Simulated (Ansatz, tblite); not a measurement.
Cost and result up the ladder for (CdO)6 ring (Cd₆O₆) (12 atoms). Charge 0, multiplicity 1. Geometry: r2SCAN-D4/def2-SVP.

```xyz
12

Cd   -1.467    1.930   -2.289
O    -2.397    2.975   -0.910
Cd   -2.050    2.451    0.951
O    -1.784    2.025    2.850
Cd   -0.594    0.512    3.239
O     0.572   -0.981    3.757
Cd    1.459   -1.937    2.288
O     2.402   -2.970    0.910
Cd    2.061   -2.442   -0.951
O     1.803   -2.010   -2.849
Cd    0.591   -0.514   -3.239
O    -0.597    0.961   -3.759
```

Ansatz on 2 threads of AMD EPYC 7R13 on a shared host and a share (18 GiB) of an NVIDIA H100 80GB HBM3; xTB runs through tblite on one thread. Times are rough, summed over both states, and most runs start from the orbitals of an earlier one. PBE0-D4/def2-TZVP serves as the yardstick here, not as an exact answer. The other state is a doublet.

In the def2 sets Cd takes a core potential; there is no spin–orbit coupling. The xTB rows come from tblite. LC-ωPBE has ω = 0.4 bohr⁻¹. Single mean-field runs in def2-TZVP are fitted with def2-universal-jkfit.

Raw xTB energies of ions are shifted by several eV.

```csv
level,functions,wall time
GFN1-xTB,48,0.021 s
GFN2-xTB,48,0.024 s
PBE-D4/def2-TZVP,426,13 s
PBE0-D4/def2-TZVP,426,24 s
LC-ωPBE/def2-TZVP (with forces),426,29 s
```

(1) Estimate what each level gives for the vertical IE (eV).

Results:

(1) 
| level | vertical IE (eV) | difference from PBE0-D4/def2-TZVP (eV) |
| --- | --- | --- |
| GFN1-xTB | 12.41 | 3.89 |
| GFN2-xTB | 14.14 | 5.61 |
| PBE-D4/def2-TZVP | 7.70 | -0.83 |
| PBE0-D4/def2-TZVP | 8.53 | 0.00 |
| LC-ωPBE/def2-TZVP (with forces) | 9.40 | 0.87 |
